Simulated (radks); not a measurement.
Values are calculated unless marked as measured or tabulated.
Task: These are the eigenvalues of the occupied orbitals of an atom or ion with whole-number occupations (hartree). Code: a radial shooting solver on a logarithmic mesh with Libxc functionals. Model: scalar-relativistic Kohn-Sham, PBEsol, spin-polarised, spherical densities, finite nucleus; Fermi nuclear charge, rms radius of each element as measured or else 0.836 A^(1/3) + 0.57 fm.

1s: -3110.360
2s: -722.8850
2p: -657.4648

Which element is it, and in what charge state? The configuration may be excited. Open shells, if any, are filled with parallel spins first.

Result: Z = 78, platinum, charge +68: Pt68+ in [Ne]. The list shows which subshells hold electrons but not how many an open one holds; the 1s level, -3110.4 hartree, gives Z - s = 78.9 by -(Z - s)^2/2, which with screening and relativity narrows Z to a few neighbours, and the depths of the outer levels then fix element, charge and occupations together.
